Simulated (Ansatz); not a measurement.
Cartesian coordinates (Å):
```xyz
10

C     -1.7372    -0.2027     0.1929
Al     0.0096     0.5956    -0.1210
C      1.7111    -0.3481    -0.0833
Cl     0.0845     2.6750    -0.5381
H     -1.8495    -1.1392    -0.3607
H     -2.5552     0.4628    -0.0857
H     -1.8572    -0.4506     1.2526
H      2.1504    -0.3847    -1.0847
H      2.4337     0.1671     0.5545
H      1.6098    -1.3753     0.2734
```
Charge 0, multiplicity 1.

These are Ansatz (an electronic-structure program) with frozen-core CCSD(T)/cc-pVTZ // B3LYP-D3(BJ)/def2-TZVP values and carry that method's errors.

```yaml
HF energy: -780.79981 Ha
MP2 correlation energy: -0.62413 Ha
```

Q: Estimate the CCSD correlation energy, the (T) correction, the total energy and the T1 diagnostic.

A: 
The CCSD correlation energy is -0.67368 Ha and the (T) correction comes out as -0.02589 Ha. The CCSD(T) total energy is -781.49938 Ha. The T1 diagnostic comes out as 0.009.
